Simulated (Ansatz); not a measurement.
Reactions of C4H8Br2, SMILES `BrCCCCBr`.

Gas-phase electronic energies from Ansatz, PBE0-D4/def2-TZVP geometries. CBS: MP2 limit from def2 TZ/QZ plus the TZ coupled-cluster correction, frozen cores. This one scheme is used for every species, atoms too. For atomizations the MP2-based limit and the directly extrapolated one differ by several kJ/mol either way, and by 10 to 25 for some Ge, Se and Sn compounds, so smaller differences from it don't rank the levels. Functionals use def2-TZVPP. B3LYP here is the variant with VWN-RPA as its local correlation; programs differ in this. No spin–orbit coupling; open shells (•) take unrestricted orbitals. Spin–orbit coupling would lower the free atoms: a little for C; clearly for Br. Bonds to Br are less sure, by a few kJ/mol each and by 10 to 20 or more in all where they break to atoms, as the def2 sets lack core-valence functions. Scalar relativity is left out up to krypton. One conformer a species, not always the lowest.

| reaction | CCSD(T)/CBS(def2) (kcal/mol) |
| --- | --- |
| `BrCCCCBr` → 2 Br• + 4 C• + 8 H• | ? |
| `BrCCCCBr` + H₂ → `CCCCBr` + HBr | -15.4 |
| `BrCCCCBr` + propane → `CCCCCCCBr` + HBr | -1.3 |
| `BrCCCCBr` + `N=CO` → `N=C(O)CBr` + `CCCBr` | -1.7 |
| `BrCCCCBr` + H₂ → `CCBr` + `CCBr` | -13.0 |
| `BrCCCCBr` + ethane → `CCCCCCBr` + HBr | -1.7 |
| `BrCCCCBr` + propane → `CCCCCCBr` + `CBr` | ? |
| `BrCCCCBr` → `CC(C)(Br)CBr` | -4.8 |
| `BrCCCCBr` + H₂ → `CCCBr` + `CBr` | ? |
| `BrCCCCBr` + SiH₄ → `[SiH3]CCBr` + `CCBr` | -6.1 |

(1) Fill in the missing values. (An estimate is asked.)

Largest T1 diagnostic: 0.014, for `N=CO`.

## Answers

(1) The calculation gave: `BrCCCCBr` → 2 Br• + 4 C• + 8 H•: +1241.5 kcal/mol; `BrCCCCBr` + propane → `CCCCCCBr` + `CBr`: +2.1 kcal/mol; `BrCCCCBr` + H₂ → `CCCBr` + `CBr`: -11.3 kcal/mol.
